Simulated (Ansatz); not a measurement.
Basis sets compared for the cluster PtS₂⁻. Total charge -1; doublet. Geometry PBE0-D4/def2-TZVPD. Ansatz on 4 threads of Arm Neoverse V1 on a shared host; times are rough, and most runs start from earlier orbitals.

```xyz
3

Pt   -0.251    0.181   -0.078
S    -0.951   -1.780   -0.412
S     1.203    1.599    0.489
```

In the def2 sets Pt takes a core potential; there is no spin–orbit coupling. The structure comes from a short search, and lower isomers may exist.

```csv
level,functions,energy (Eh),HOMO (eV),LUMO (eV),wall time
PBE-D4/def2-SVPD,89,-915.3241,-0.22,0.00,1.4 s
PBE0-D4/def2-SVPD,89,-915.3090,-1.48,0.63,2.5 s
```

(1) Estimate the rows for PBE-D4/def2-TZVPD, PBE0-D4/def2-TZVPD.

## Answers

(1) 
```
             level  functions  energy (Eh)  HOMO (eV)  LUMO (eV)  wall time
 PBE-D4/def2-TZVPD        135    -915.6065      -0.18       0.06      2.3 s
PBE0-D4/def2-TZVPD        135    -915.5894      -1.43       0.70      6.5 s
```
